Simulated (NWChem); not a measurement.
C2H5ClSi2; SMILES [Si@H](Cl)(C#C)[SiH3]

```xyz
10

C      1.9872    -2.1763    -0.3490
C      1.1443    -1.3700     0.0392
Si    -0.0603    -0.1015     0.5854
Si     0.6194     2.0094    -0.1888
Cl    -1.9351    -0.5024    -0.2537
H      2.7249    -2.8927    -0.6878
H     -0.1995    -0.1730     2.0782
H      0.6962     1.9652    -1.6891
H     -0.3815     3.0494     0.2335
H      1.9705     2.3589     0.3747
```
Atoms are numbered in this order, from 1.

Computed with NWChem. The geometry was optimised at PBE-D3(BJ)/def2-SVP. Field at 589 nm.

For level B3LYP/def2-SVP:

- isotropic polarisability (bohr³) = 82.6

**Question.** How do the values read with level B3LYP/def2-SVPD instead?

**Answer.** The isotropic polarisability (bohr³) is 99.8.
